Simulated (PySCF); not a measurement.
O₃Os, neutral, multiplicity 3. Atoms are numbered in the order given.

```xyz
4

Os     0.0000     0.0000     0.0294
O      0.0000    -1.5555     0.7147
O      0.0000     0.0000    -1.7086
O      0.0000     1.5555     0.7147
```
Charge 0, spin multiplicity 3.

Geometry: PBE0-D3(BJ)/def2-TZVP. A frequency run showed that this geometry is not a minimum. The spin state was assumed, not searched. The def2 effective core potentials stand for the cores of Os; spin–orbit coupling is left out.

Level of theory: B3LYP/def2-TZVPD (PySCF).

The molecule is in vacuum.

### Question
Estimate the frontier levels, dipole moment and polarisability. (Estimate from the structure and the level; the computed values follow.)

### Answer

```json
{
 "α spin, highest occupied and lowest empty level": "-7.53 and -4.82 eV",
 "β spin, highest occupied and lowest empty level": "-9.56 and -6.40 eV",
 "dipole_moment": "0.86 D",
 "quadrupole, principal values (traceless, Buckingham form, about the centre of nuclear charge)": "-5.09, -3.63, 8.72 D·Å",
 "mean_static_polarisability": "47.0 bohr³ (6.96 Å³)",
 "polarisability_principal_values": "31.9, 50.3, 58.7 bohr³",
 "⟨S²⟩": "2.008 (pure state 2.00)"
}
```
